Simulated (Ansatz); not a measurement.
`CO[Si]([SiH3])(Cl)Br`. Charge 0, multiplicity 1. The geometry is a stationary point of PBE0-D4/def2-TZVP. It is one conformer, not always the lowest.

```xyz
12

C    -0.428    0.810    2.120
O     0.178    0.157    1.020
Si   -0.364    0.120   -0.507
Si    1.101   -1.129   -1.815
Cl   -0.542    2.039   -1.228
Br   -2.407   -0.768   -0.560
H     0.204    0.644    2.992
H    -0.511    1.885    1.936
H    -1.423    0.400    2.314
H     0.575   -1.147   -3.204
H     2.446   -0.499   -1.789
H     1.172   -2.512   -1.280
```

Question: What is the dipole moment at ωB97M-V/def2-TZVPP? (Estimate.)

Answer: Ansatz gave: 1.36 D, with components (0.82, -0.07, 1.08) D in this frame, pointing from negative to positive charge.

Question: And with PBE, r2SCAN, B3LYP? (An estimate is asked.)

Answer: Computed: PBE 1.31 D, r2SCAN 1.37 D, B3LYP 1.34 D.

Question: Give the Mulliken charges with ωB97M-V, r2SCAN, B3LYP in def2-TZVPP. (Best estimate.)

Answer: The calculation gave: 
```json
{"atom": "C1", "ωB97M-V": "-0.19", "r2SCAN": "-0.01", "B3LYP": "-0.14"}
{"atom": "O2", "ωB97M-V": "-0.34", "r2SCAN": "-0.37", "B3LYP": "-0.36"}
{"atom": "Si3", "ωB97M-V": "0.49", "r2SCAN": "0.60", "B3LYP": "0.59"}
{"atom": "Si4", "ωB97M-V": "0.06", "r2SCAN": "0.17", "B3LYP": "0.16"}
{"atom": "Cl5", "ωB97M-V": "-0.19", "r2SCAN": "-0.24", "B3LYP": "-0.23"}
{"atom": "Br6", "ωB97M-V": "-0.19", "r2SCAN": "-0.22", "B3LYP": "-0.22"}
{"atom": "H7", "ωB97M-V": "0.13", "r2SCAN": "0.07", "B3LYP": "0.12"}
{"atom": "H8", "ωB97M-V": "0.12", "r2SCAN": "0.07", "B3LYP": "0.11"}
{"atom": "H9", "ωB97M-V": "0.12", "r2SCAN": "0.07", "B3LYP": "0.11"}
{"atom": "H10", "ωB97M-V": "0.00", "r2SCAN": "-0.04", "B3LYP": "-0.04"}
{"atom": "H11", "ωB97M-V": "-0.01", "r2SCAN": "-0.05", "B3LYP": "-0.05"}
{"atom": "H12", "ωB97M-V": "0.00", "r2SCAN": "-0.05", "B3LYP": "-0.04"}
```

B3LYP here is the variant with VWN-RPA as its local correlation; programs differ in this.
